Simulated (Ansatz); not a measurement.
Basis sets compared for `[CH3][Ge]1([CH3])[CH]=CC=[C]1[C]1=CC=[C]([C]2=CC=[CH][Ge]2([CH3])[CH3])[Ge]1([CH3])[CH3]`. The state is a singlet with charge 0. Geometry PBE-D4/def2-SVP. Ansatz on 2 threads of AMD EPYC 7R13 on a shared host and a share (18 GiB) of an NVIDIA H100 80GB HBM3; times are rough, and most runs start from earlier orbitals.

Cartesian coordinates in Å:
```
C -3.5720 -1.8838 2.9138
Ge -1.6762 -2.1800 3.3550
C -1.0815 -0.9436 4.7672
C -1.2136 -4.0546 3.6852
C -0.3395 -4.4355 2.7054
C 0.0467 -3.4551 1.6895
C -0.4886 -2.1819 1.7616
C -0.2178 -1.1133 0.8557
C -0.7557 0.1644 0.9282
C -0.3834 1.1438 -0.0681
C 0.5032 0.7833 -1.0737
C 0.9626 1.6355 -2.1218
C 1.8456 1.2769 -3.1240
C 2.2131 2.2794 -4.1251
C 1.6694 3.5303 -4.0304
Ge 0.4970 3.5374 -2.4613
C 1.0819 4.7502 -1.0247
C -1.4073 3.8107 -2.8802
Ge 0.9665 -1.1128 -0.7328
C 0.3697 -2.3337 -2.1560
C 2.8651 -1.3906 -0.2962
H -3.7232 -0.8462 2.5560
H -4.2096 -2.0473 3.8051
H -3.8869 -2.5828 2.1155
H -1.2019 0.1055 4.4318
H -0.0137 -1.1208 4.9983
H -1.6769 -1.0908 5.6899
H -1.5453 -4.7406 4.4785
H 0.0860 -5.4537 2.6512
H 0.7526 -3.7483 0.8912
H -1.4615 0.4498 1.7296
H -0.8107 2.1617 -0.0119
H 2.2769 0.2613 -3.1875
H 2.9181 1.9967 -4.9275
H 1.9026 4.3303 -4.7485
H 2.1521 4.5797 -0.8000
H 0.4928 4.5646 -0.1048
H 0.9432 5.8072 -1.3266
H -1.7196 3.1177 -3.6847
H -2.0277 3.6146 -1.9833
H -1.5872 4.8517 -3.2142
H 0.9574 -2.1675 -3.0804
H 0.4945 -3.3880 -1.8392
H -0.6997 -2.1545 -2.3786
H 3.0341 -2.4282 0.0534
H 3.4980 -1.2072 -1.1869
H 3.1707 -0.6917 0.5060
```

Single mean-field runs in def2-SVP, def2-TZVP are fitted with def2-universal-jkfit.

Binding counts from free atoms (C triplet, Ge triplet, H doublet) in the same basis, without a counterpoise term.

```tsv
level	functions	energy (Eh)	HOMO (eV)	LUMO (eV)	binding per atom (eV)	wall time
PBE-D4/def2-SVP	478	-6929.4261	-4.30	-2.88	4.58	8 s
PBE0-D4/def2-SVP	478	-6929.6812	-5.03	-2.28	4.51	6 s
```

(1) Estimate the rows for PBE-D4/def2-TZVP (with forces), PBE0-D4/def2-TZVP (with forces).

Answers

(1) 
```
                          level  functions  energy (Eh)  HOMO (eV)  LUMO (eV)  binding per atom (eV)  wall time
 PBE-D4/def2-TZVP (with forces)        858   -6930.9625      -4.41      -3.01                   4.54      9.5 s
PBE0-D4/def2-TZVP (with forces)        858   -6931.2010      -5.09      -2.37                   4.46       11 s
```
